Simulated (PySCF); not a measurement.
Isomers of C5H7FO3Si.

All values: PBE0/pcSseg-1 (PySCF) at GFN2-xTB geometries, gas phase, one conformer each.

**Question.** Rank by LUMO energy, highest first.
A. `[CH3:1][O:2][Si@@H:3]1[CH2:4][C:5]([C:6](=[O:7])[OH:8])=[C:9]1[F:10]` with C1–O2–Si3–C4 174°, C4–C5–C6–O7 178°, C5–C6–O8–H 180°
B. `[CH3:1][O:2][C:3]1=[C:4]([SiH2:5][F:6])[C:7](=[O:8])[O:9][CH2:10]1` with C1–O2–C3–C4 0°, C3–C4–Si5–F6 0°
C. `[CH3:1][C:2](=[O:3])[C:4]1=[C:5]([O:6][SiH2:7][OH:8])[C@H:9]1[F:10]` with C1–C2–C4–C5 -171°, C4–C5–O6–Si7 -1°, C5–O6–Si7–O8 -9°, O6–Si7–O8–H 18°
D. `[CH2:1]=[C:2]1[C@@H:3]([C:4](=[O:5])[OH:6])[C@@H:7]1[O:8][SiH2:9][F:10]` with C2–C3–C4–O5 39°, C3–C4–O6–H 180°, C3–C7–O8–Si9 171°, C7–O8–Si9–F10 179°
E. `[CH2:1]=[C:2]1[C@@H:3]([O:4][CH:5]=[O:6])[C@@H:7]1[O:8][SiH2:9][F:10]` with C2–C3–O4–C5 164°, C3–O4–C5–O6 0°, C3–C7–O8–Si9 83°, C7–O8–Si9–F10 68°

**Answer.** D (-0.64 eV), E (-0.96 eV), B (-1.12 eV), A (-1.52 eV), C (-2.06 eV).

**Question.** Rank by the highest Hirshfeld charge on any atom, lowest value first.
A. `[CH3:1][O:2][Si@@H:3]1[CH2:4][C:5]([C:6](=[O:7])[OH:8])=[C:9]1[F:10]` with C1–O2–Si3–C4 174°, C4–C5–C6–O7 178°, C5–C6–O8–H 180°
B. `[CH3:1][O:2][C:3]1=[C:4]([SiH2:5][F:6])[C:7](=[O:8])[O:9][CH2:10]1` with C1–O2–C3–C4 0°, C3–C4–Si5–F6 0°
C. `[CH2:1]=[C:2]1[C@@H:3]([C:4](=[O:5])[OH:6])[C@@H:7]1[O:8][SiH2:9][F:10]` with C2–C3–C4–O5 39°, C3–C4–O6–H 180°, C3–C7–O8–Si9 171°, C7–O8–Si9–F10 179°

**Answer.** B (+0.417 e), A (+0.432 e), C (+0.488 e).

**Question.** Rank by HOMO–LUMO gap, highest first.
A. `[CH2:1]=[C:2]1[C@@H:3]([O:4][CH:5]=[O:6])[C@@H:7]1[O:8][SiH2:9][F:10]` with C2–C3–O4–C5 164°, C3–O4–C5–O6 0°, C3–C7–O8–Si9 83°, C7–O8–Si9–F10 68°
B. `[CH3:1][C:2](=[O:3])[C:4]1=[C:5]([O:6][SiH2:7][OH:8])[C@H:9]1[F:10]` with C1–C2–C4–C5 -171°, C4–C5–O6–Si7 -1°, C5–O6–Si7–O8 -9°, O6–Si7–O8–H 18°
C. `[CH3:1][O:2][C:3]1=[C:4]([SiH2:5][F:6])[C:7](=[O:8])[O:9][CH2:10]1` with C1–O2–C3–C4 0°, C3–C4–Si5–F6 0°
D. `[CH3:1][O:2][Si@@H:3]1[CH2:4][C:5]([C:6](=[O:7])[OH:8])=[C:9]1[F:10]` with C1–O2–Si3–C4 174°, C4–C5–C6–O7 178°, C5–C6–O8–H 180°
E. `[CH2:1]=[C:2]1[C@@H:3]([C:4](=[O:5])[OH:6])[C@@H:7]1[O:8][SiH2:9][F:10]` with C2–C3–C4–O5 39°, C3–C4–O6–H 180°, C3–C7–O8–Si9 171°, C7–O8–Si9–F10 179°

**Answer.** E (7.32 eV), A (7.06 eV), C (6.66 eV), D (6.09 eV), B (5.82 eV).

All values together:

```tsv
SMILES	μ (D)	HOMO (eV)	LUMO (eV)	lowest IAO charge (e)	highest IAO charge (e)	lowest Hirshfeld charge (e)	highest Hirshfeld charge (e)
CO[Si@@H]1CC(C(=O)O)=C1F	3.88	-7.61	-1.52	-0.621 (O)	+1.121 (Si)	-0.277 (O)	+0.432 (Si)
C=C1[C@@H](C(=O)O)[C@@H]1O[SiH2]F	1.31	-7.96	-0.64	-0.620 (O)	+1.314 (Si)	-0.278 (O)	+0.488 (Si)
C=C1[C@@H](OC=O)[C@@H]1O[SiH2]F	2.58	-8.02	-0.96	-0.620 (O)	+1.278 (Si)	-0.245 (O)	+0.480 (Si)
CC(=O)C1=C(O[SiH2]O)[C@H]1F	1.60	-7.88	-2.06	-0.810 (O)	+1.225 (Si)	-0.319 (O)	+0.482 (Si)
COC1=C([SiH2]F)C(=O)OC1	4.61	-7.78	-1.12	-0.550 (F)	+1.094 (Si)	-0.266 (O)	+0.417 (Si)
```

Conformers: `[CH3:1][O:2][Si@@H:3]1[CH2:4][C:5]([C:6](=[O:7])[OH:8])=[C:9]1[F:10]` with C1–O2–Si3–C4 174°, C4–C5–C6–O7 178°, C5–C6–O8–H 180°; `[CH2:1]=[C:2]1[C@@H:3]([C:4](=[O:5])[OH:6])[C@@H:7]1[O:8][SiH2:9][F:10]` with C2–C3–C4–O5 39°, C3–C4–O6–H 180°, C3–C7–O8–Si9 171°, C7–O8–Si9–F10 179°; `[CH2:1]=[C:2]1[C@@H:3]([O:4][CH:5]=[O:6])[C@@H:7]1[O:8][SiH2:9][F:10]` with C2–C3–O4–C5 164°, C3–O4–C5–O6 0°, C3–C7–O8–Si9 83°, C7–O8–Si9–F10 68°; `[CH3:1][C:2](=[O:3])[C:4]1=[C:5]([O:6][SiH2:7][OH:8])[C@H:9]1[F:10]` with C1–C2–C4–C5 -171°, C4–C5–O6–Si7 -1°, C5–O6–Si7–O8 -9°, O6–Si7–O8–H 18°; `[CH3:1][O:2][C:3]1=[C:4]([SiH2:5][F:6])[C:7](=[O:8])[O:9][CH2:10]1` with C1–O2–C3–C4 0°, C3–C4–Si5–F6 0°.
